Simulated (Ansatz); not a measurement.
mer-CoF3(H2O)3 (CoO3F3H6), relaxed as a singlet with RKS r2SCAN-D4/def2-SVP in Ansatz, starting from the GFN2-xTB geometry. Force threshold 0.02 eV/Å.

At PBE0-D4/def2-TZVP a quintet of charge 0 lies 0.40 eV below the restricted singlet, each at its own geometry.

Start:

```xyz
13

Co   -0.029    0.173    0.031
F    -1.715   -0.284    0.284
F     1.688    0.487   -0.236
F    -0.229    1.660    0.952
O     0.203   -1.520   -1.050
H    -0.382   -2.219   -0.740
H     1.120   -1.815   -1.009
O    -0.529    1.230   -1.558
H     0.079    1.983   -1.502
H    -1.411    1.552   -1.312
O     0.434   -0.692    1.776
H    -0.360   -0.470    2.288
H     1.131   -0.087    2.076
```

```tsv
step	energy (eV)	largest force component (eV/Å)	SCF passes
1	-51997.0566	0.807	23
2	-51997.1801	0.494	23
3	-51997.2323	0.272	23
4	-51997.2402	0.079	24
5	-51997.2613	0.829	28
6	-51997.2843	1.139	22
7	-51997.3757	0.272	28
8	-51997.4165	0.175	29
9	-51997.4250	0.153	23
10	-51997.4366	0.071	23
11	-51997.4369	0.088	24
12	-51997.4379	0.011	26
```

Force components are those of the run's own axes.

End:

```xyz
13

Co   -0.082    0.167    0.013
F    -1.878    0.026   -0.038
F     1.768    0.078    0.009
F    -0.147    1.679    0.954
O     0.157   -1.476   -1.035
H    -0.160   -2.241   -0.530
H     1.134   -1.434   -0.921
O    -0.420    1.258   -1.532
H    -0.319    2.111   -1.060
H    -1.384    1.047   -1.408
O     0.226   -0.717    1.708
H    -0.089    0.028    2.260
H     1.192   -0.526    1.579
```

By distances, no bond broke or formed. The bond that changes most is Co1–F3, from 1.76 to 1.85 Å (atoms count from 1). A close non-bonded pair moves further: F2–H10, from 2.45 to 1.78 Å.

No frequencies were taken in this run, so the end may be a saddle point.

Hardware: 4 threads of Intel Xeon Platinum 8488C on a shared host. Wall time 32 s.
